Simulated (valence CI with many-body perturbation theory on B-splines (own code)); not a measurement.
**Eu⁵⁰⁺ in three bases**

Calculated by relativistic CI+MBPT: three valence electrons over a frozen Dirac-Fock core [Ne], a basis of 9 s, 9 p, 8 d, 6 f, 3 g, 1 h functions for each j, with the one-electron correlation potential Σ1, the two-electron term Σ2, the three-electron term Σ3, Breit, model QED; selected CI, second order for the rest, scaled by the run's own slope (own B-spline code, finite nucleus).

The last digits are not significant, and no measured levels were compared; by estimate large intervals hold to a few tenths of a per cent, small ones and those within an open d or f shell to about a per cent.

The reference run has the lowest level (3s^2 3p1/2) J=1/2 and an ionisation energy of 4514.65 eV. Its largest variational space holds 8464 state functions.

Levels are named by their leading jj configuration (3d3/2^4 stands for four electrons in 3d with j = 3/2), which in mixed levels can hold well under half, so a name can repeat and another be missing. Letters in brackets count levels of one name in rising energy.

Changed runs:
A. basis 6 s, 6 p, 5 d, 3 f, 1 g
B. basis 5 s, 5 p, 4 d, 2 f

Excitation energies of the reference run in cm⁻¹, and shifts in cm⁻¹:

```csv
Level,Reference,A,B
(3s 3p1/2^2) J=1/2,1043740,-18,-62
(3s^2 3p3/2) J=3/2,1370400,-25,-57
(3s 3p1/2 3p3/2) J=3/2 [a],2226300,-162,-495
(3s 3p1/2 3p3/2) J=5/2,2341350,-42,-120
(3s 3p1/2 3p3/2) J=3/2 [b],2488680,+15,+52
(3s 3p1/2 3p3/2) J=1/2,2555990,+50,+198
(3s^2 3d3/2) J=3/2,2899450,+283,+911
(3s^2 3d5/2) J=5/2,3150960,+187,+534
(3p1/2^2 3p3/2) J=3/2,3530010,-40,-127
(3s 3p1/2 3d3/2) J=3/2 [a],3641620,-10,-63
(3s 3p3/2^2) J=5/2,3697850,-17,+26
(3s 3p1/2 3d3/2) J=5/2,3725830,+86,+196
Ionisation energy (eV),4514.65,-0.019,-0.06
```
